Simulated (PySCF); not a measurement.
**Assignment exercise: C₇H₁₃P**

Atoms are numbered as in `[CH3:1][P:2]([CH:3]1[CH2:4][CH2:5]1)[CH:6]1[CH2:7][CH2:8]1`; H(Xn) means a hydrogen on atom n. Ha(C4), Ha(C5), Ha(C7), Ha(C8) are cis to P2 on the ring; Hb(C4), Hb(C5), Hb(C7), Hb(C8) are trans to P2 on the ring.

[PySCF 2.14: PBE0/pcSseg-1 with gauge-including orbitals; structure optimised with GFN2-xTB; no relativistic terms; gas phase; fast rotation and ring inversion assumed for equivalent nuclei; a single conformation]

Shifts are taken against calculated references (same method and geometry level): TMS for 13C (186.93 ppm) and 1H (31.72 ppm).

Question: Assign these signals to the numbered atoms. 13C{1H} NMR (computed): δ 17.1 (CH3), 16.6 (CH), 5.0 (CH2).

Answer: 
17.1 → C1, methyl carbon bonded to P
16.6 → C3/C6, three-membered-ring carbon: carbons of three-membered rings are unusually shielded
5.0 → C4/C5/C7/C8, three-membered-ring carbon

C1 and C3/C6 lie closer than the usual error of such a calculation, so a measured spectrum could show them in the other order.

Question: Assign these signals to the numbered atoms. 1H NMR (400 MHz, computed): δ 1.27 (m, 3H), 0.70 (m, 4H), 0.48 (m, 2H), 0.31 (m, 4H).

Answer: 
| δ (ppm) | atoms | environment | reason |
| --- | --- | --- | --- |
| 1.27 | H(C1) | hydrogen on a methyl carbon bonded to P | – |
| 0.70 | Hb(C4)/Hb(C5)/Hb(C7)/Hb(C8) | hydrogen on a three-membered-ring carbon | cyclopropane-type protons are shielded by the ring |
| 0.48 | H(C3)/H(C6) | hydrogen on a three-membered-ring carbon | – |
| 0.31 | Ha(C4)/Ha(C5)/Ha(C7)/Ha(C8) | hydrogen on a three-membered-ring carbon | – |

Splittings by 31P in the carbon and heteronuclear signals aren't shown, as no couplings were computed. Shifts are as computed. Against solution values, carbons near 30 ppm lie about +3 ppm off and those near 130 ppm about +5 ppm. Of 1211 compounds with measured shifts, 218 miss one by over three times the rms of a fit or turn the order of signals round; such compounds aren't used in these exercises. No couplings were computed; multiplicities are counted from neighbouring protons, with m where these are inequivalent, close in shift, in a saturated or five-membered ring or joined by F or P, and br s for small geminal =CH2 splittings.
